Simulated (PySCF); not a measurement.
Se(OH)(NMe2) (C2H7NOSe), SMILES CN(C)[Se]O. Geometry optimised at PBE-D3(BJ)/def2-SVP. Other conformers were not sampled.

Question: Give the equilibrium geometry at PBE-D3(BJ)/def2-SVP (PySCF confirms it by a frequency run) as Cartesian coordinates in Å. (An estimate is asked for; the answer gives what the named calculation found.)

Answer: One answer among several that fit: 
```xyz
12

Se     0.6531     0.4667     0.3431
O     -0.4659     1.9042    -0.0700
H     -1.0370     2.0044     0.7184
N     -0.2135    -1.0343    -0.2151
C     -1.3474    -1.5190     0.5590
C     -0.3163    -1.2827    -1.6477
H     -2.3057    -1.0139     0.2863
H     -1.4823    -2.6089     0.3827
H     -1.1597    -1.3600     1.6378
H     -0.4396    -2.3731    -1.8289
H     -1.1841    -0.7579    -2.1133
H      0.6070    -0.9422    -2.1523
```
Charge 0, spin multiplicity 1.
